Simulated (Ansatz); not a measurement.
Ansatz (a first-principles code) input:

Ansatz 0.2 input:
```yaml
crystal:
  periodic: [false, false, false]
  atoms:
    - {symbol: B, position_ang: [-0.20431966, 0.01166636, 0.09770479]}
    - {symbol: N, position_ang: [1.16702005, -0.10642635, -0.66184815]}
    - {symbol: N, position_ang: [-0.73643185, -1.16827219, 0.58105811]}
    - {symbol: N, position_ang: [-0.74834050, 1.27577589, 0.21076845]}
    - {symbol: H, position_ang: [1.50749230, 0.81047214, -0.95534789]}
    - {symbol: H, position_ang: [1.87109101, -0.53497928, -0.05802068]}
    - {symbol: H, position_ang: [-1.60934308, -1.20328256, 1.07900333]}
    - {symbol: H, position_ang: [-0.32343389, -2.07889914, 0.48619051]}
    - {symbol: H, position_ang: [-1.62227856, 1.44404215, 0.67933027]}
    - {symbol: H, position_ang: [-0.34963087, 2.12497221, -0.14862970]}
    - {symbol: H, position_ang: [1.06065756, -0.69269650, -1.49205209]}
basis:
  gaussian:
    orbitals: def2-TZVP
hamiltonian:
  xc: b3lyp
  dispersion: d3bj
total_charge: 1
relax: {f_tol: 0.002, max_steps: 150}
```

### Question
What final total energy does it print?

### Answer
-193.30330 Eh (B3LYP-D3(BJ)/def2-TZVP). The basis has 166 functions. The run takes very roughly 80 core-seconds.

It need not be the lowest isomer of its formula.
